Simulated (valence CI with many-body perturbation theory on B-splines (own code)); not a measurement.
Values are calculated unless marked as measured or tabulated.
## Fe²¹⁺: magnetic and hyperfine properties of the levels

Level of theory: valence CI with perturbative core correlation (CI+MBPT): three valence electrons over a frozen Dirac-Fock core [He], a basis of 11 s, 11 p, 9 d, 7 f, 5 g, 2 h, 1 i functions for each j, with the one-electron correlation potential Σ1, the two-electron term Σ2, the three-electron term Σ3, Breit, model QED; selected CI, second order for the rest (own B-spline code, finite nucleus).

No measured spectrum was set against this ion. As an estimate, levels of excited configurations hold to 0.05 to 0.15 % of their energy, terms of the ground configuration to about 0.5 %.

A/g_I is the dipole constant over the nuclear g factor μ/I (μ in nuclear magnetons, uniformly magnetised nucleus), B/Q the quadrupole constant per barn. Both hold the static response of the core; the bare values leave it out. Large factors of s and p1/2 electrons are usually good to 5 to 10 %; those of open d and f shells near neutrality can be off by tens of per cent, and small factors of p3/2, d and f electrons come from cancelling terms and can be off by a factor of two or in sign, in half-filled shells by more. B is blank for J = 1/2, where it vanishes, and for nearly pure S terms. Energies count from the lowest level.

Names give the largest LS component (configuration and term), which can be under half, so a name can repeat, a term be missing and a line seem to break the LS rules; names also repeat where a configuration has a term twice. Letters in brackets count levels of one name in rising energy.

```
             Level  E (× 10³ cm⁻¹)      g  A/g_I (MHz)  A/g_I bare  B/Q (MHz/b)  B/Q bare
     2s²2p ²P°_1/2            0.00  0.661       157000      155000                       
     2s²2p ²P°_3/2          118.23  1.330        29400       31100        53700     53900
      2s2p² ⁴P_1/2          404.33  2.634       297000      295000                       
      2s2p² ⁴P_3/2          459.93  1.725       124000      124000        43500     43700
      2s2p² ⁴P_5/2          513.03  1.574       132000      131000       -46800    -47000
      2s2p² ²D_3/2          736.45  0.824       -20800      -18300        70800     71100
      2s2p² ²D_5/2          759.32  1.220       140000      137000       101000    101000
      2s2p² ²P_1/2          854.00  1.206       156000      152000                       
      2s2p² ²S_1/2          978.71  1.486       379000      368000                       
      2s2p² ²P_3/2          992.61  1.307       -34400      -29600       -49700    -49900
       2p³ ⁴S°_3/2          1255.7  1.924        -3130        4660                       
       2p³ ²D°_3/2          1396.0  0.927        27400       27000        45400     45600
       2p³ ²D°_5/2          1426.3  1.196        52500       54100         -500      -502
       2p³ ²P°_1/2          1569.9  0.661       158000      154000                       
       2p³ ²P°_3/2          1627.8  1.274        28000       30400       -49500    -49700
      2s²3s ²S_1/2          8118.4  2.000       143000      140000                       
     2s²3p ²P°_1/2          8298.1  0.665        40400       39900                       
     2s²3p ²P°_3/2          8331.3  1.333        16600       16900        16500     16600
    2s2p3s ⁴P°_1/2          8478.0  2.610       307000      301000                       
      2s²3d ²D_3/2          8495.5  0.798         5620        5590         2940      3000
      2s²3d ²D_5/2          8505.4  1.199         2200        2200         4060      4150
    2s2p3s ⁴P°_3/2          8508.0  1.700       215000      211000       -38000    -38200
2s2p3s ²P°_1/2 [a]          8578.1  0.701       114000      113000                       
    2s2p3s ⁴P°_5/2          8591.1  1.597       147000      145000        55400     55700
     2s2p3p ⁴D_1/2          8635.9  0.181       -38000      -36600                       
     2s2p3p ⁴D_3/2          8662.5  1.229       158000      156000       -21600    -21700
2s2p3s ²P°_3/2 [a]          8665.5  1.352       149000      148000        49100     49400
 2s2p3p ²P_3/2 [a]          8700.3  1.483        65900       65200        -1400     -1410
 2s2p3p ²P_1/2 [a]          8709.4  0.630      -131000     -129000                       
     2s2p3p ⁴D_5/2          8712.8  1.380       104000      103000         2050      2050
     2s2p3p ⁴P_1/2          8736.3  2.578       337000      331000                       
 2s2p3p ²D_3/2 [a]          8752.1  1.380        87600       86800         5270      5290
     2s2p3p ⁴D_7/2          8787.9  1.426        88800       88100        71300     71600
     2s2p3p ⁴P_3/2          8795.2  1.375       145000      143000        41800     42000
     2s2p3p ⁴P_5/2          8812.7  1.480       125000      123000        14300     14400
    2s2p3d ⁴F°_3/2          8813.5  0.461       -50300      -49000        11200     11300
     2s2p3p ⁴S_3/2          8814.2  1.578       123000      121000        17400     17500
    2s2p3d ⁴F°_5/2          8832.4  1.069        47400       46700        -1420     -1370
 2s2p3p ²D_5/2 [a]          8859.7  1.298        80600       80200        46900     47100
    2s2p3d ⁴F°_7/2          8862.9  1.266        71800       70700        -9270     -9230
```

(1) Take the isotope of mass number 57, with I = 1/2, μ = 0.09064 μN. What is the hyperfine structure of 2s²2p ²P°_3/2?

Answers

(1) From the table A = 5340 MHz. Shifts from the centre of gravity in MHz: F = 1: -6680, F = 2: 4000.
